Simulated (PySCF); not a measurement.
# GeI: mean field, correlation and small terms against distance

State: ²Π, doublet, unpaired electrons π ↑. ROHF-based CCSD(T) in PySCF 2.14 with Ge cc-pwCVDZ-PP with ECP10, I aug-cc-pVDZ-PP with ECP28 and Ge cc-pwCVTZ-PP with ECP10, I aug-cc-pVTZ-PP with ECP28 (frozen core orbitals: 13; scalar-relativistic core potentials). Correlation energies are extrapolated as n⁻³ (n = 2, 3), Hartree–Fock as (n+1)·exp(−9√n). All energies in eV from Ge + I.

```csv
R (Å),HF/CBS,CCSD corr.,(T),total
2.2405,-1.191,-1.028,-0.1625,-2.381
2.3423,-1.643,-0.970,-0.1631,-2.776
2.4442,-1.877,-0.920,-0.1639,-2.960
2.5460,-1.959,-0.875,-0.1651,-2.999
2.6479,-1.935,-0.837,-0.1666,-2.938
2.7752,-1.807,-0.796,-0.1689,-2.772
2.9025,-1.611,-0.764,-0.1719,-2.547
```

A fit to the total gives Re = 2.5282 Å, De = 3.000 eV, ωe = 242.7 cm⁻¹, Be = 0.05646 cm⁻¹ (masses 73.9212 and 126.9045 u).

Problem. At R = 2.5460 Å the CCSD correlation energy is -0.416392 hartree in the smaller basis and -0.665441 in the larger. Extrapolate it.

Solution. (3³·E3 − 2³·E2)/(3³ − 2³) = -0.77030 hartree; the larger basis holds 86.4 % of it.

The T1 diagnostic is 0.020. The state was picked by a PBE0 search and need not be the measured ground state. Spin–orbit coupling, excitations beyond (T) and corrections to the Born–Oppenheimer picture are left out, and spin–orbit coupling matters for open p, d or f shells this heavy.
